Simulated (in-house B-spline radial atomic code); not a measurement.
Multiplet parameters of the 4p3 shell in the strontium ion Sr⁵⁺ ([Ar] 3d10 4s2 4p3). Level of theory: non-relativistic Hartree-Fock, average of configuration, point nucleus; calculated with an all-electron radial atomic-structure program (B-spline basis).

Slater integrals: F^2 = 74805 cm⁻¹. Central-field spin-orbit parameter ζ(4p) = 7039 cm⁻¹ (bare central field on non-relativistic orbitals, without two-electron terms: too large for light atoms, too small for heavy ones).

With F₂ = F^2/25 = 2992 cm⁻¹:

**Question.** Where do the terms lie in LS coupling, without spin-orbit interaction?

**Answer.** In cm⁻¹ above the Hund's-rule term:
| term | expression | energy |
| --- | --- | --- |
| 4S | 0 F₂ | 0 |
| 2D | 9 F₂ | 26930 |
| 2P | 15 F₂ | 44883 |

**Question.** How far can these numbers be trusted?

**Answer.** Fits to spectra need these integrals scaled down, since correlation screens the repulsion. Here ζ is 2.35 times F₂, so the coupling is intermediate: spin-orbit interaction mixes the terms, and LS labels name only the largest part.
